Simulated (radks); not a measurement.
Results of a calculation; reference values are marked as such.
The praseodymium ion Pr5+, configuration [Xe]. Code: a radial shooting solver on a logarithmic mesh with Libxc functionals. Model: scalar-relativistic Kohn-Sham, LDA (Slater exchange, Perdew-Wang correlation), spin-polarised, spherical densities, finite nucleus; Fermi nuclear charge, rms radius 4.8919 fm. Some entries of the table are withheld. Estimate them.

orbital,occ.,eigenvalue (eV),<r^2> (bohr^2),r(max) (bohr)
1s,2,-41842.85,0.0007908,(1)
2s,2,-6796.347,0.01256,0.08734
2p,6,-6092.227,0.01002,0.07030
3s,2,-1528.196,0.08500,0.2495
3p,6,-1305.127,0.08497,(2)
3d,10,-990.8120,0.07230,0.2005
4s,2,-363.0193,0.4305,0.5770
4p,6,-289.3239,0.4829,0.6014
4d,10,-183.6068,0.5818,0.6289
5s,2,-97.7770,2.146,1.286
5p,6,-76.9775,2.673,1.418

Answer. 
(1) 1s r(max) (bohr): 0.01543
(2) 3p r(max) (bohr): 0.2442
